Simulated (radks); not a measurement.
Spherical quantum dot in the effective-mass picture: electrons in a parabolic well V = omega^2 r^2 / 2 with omega = 2.14, with a point charge +2 (a donor) at the centre, all in effective atomic units (hartree* = m*/eps^2 hartree, bohr* = eps/m* bohr), one dielectric constant everywhere. Method: non-relativistic Kohn-Sham, r2SCAN, spin-polarised, spherical densities, generalised Kohn-Sham scheme; computed with a radial shooting solver with Libxc functionals. Levels are named by radial order and angular momentum (1s, 1p, 1d, 2s, ...), and open shells are averaged over m. Results are scaled to m* = 0.076 and eps = 9.5, for which hartree* = 22.91 meV and bohr* = 6.615 nm.

N = 37, configuration 1s2 1p6 1d10 2s2 1f14 2p(up 3, down 0). This is the lowest configuration that the search found. Occupied and some empty levels:

level    occupation  eigenvalue (meV)  <r> (nm)
1s up             1            544.78     5.208
1s down           1            548.35     5.309
1p up             3            586.42     9.053
1p down           3            587.81     9.186
2s up             1            600.77     9.532
2s down           1            601.49     9.309
1d up             5            614.93     10.82
1d down           5            615.62     10.81
1f up             7            643.93     12.02
2p up             3            644.43     10.43
1f down           7            644.72     11.98
2p down           0            647.61     10.42
3s up             0            668.24     10.82
3s down           0            669.26     10.94
1g up             0            674.72     12.97
1g down           0            675.70     12.94
2d up             0            681.61     11.54
2d down           0            683.58     11.68

Energy (meV): total 14407.9, kinetic 2079.3, external 4201.4, Hartree 8748.8, exchange-correlation -621.69.

Electron density:

r (nm)  n(r) (e/nm^3)
1.01          0.01445
2.68         0.006457
4.36         0.004026
6.04         0.003358
7.73         0.003314
9.41         0.003312
11.1         0.002874
12.8         0.001951
14.4        0.0009809
16.1        0.0003546
17.8       0.00009074
19.5       0.00001643
21.2        2.116e-06
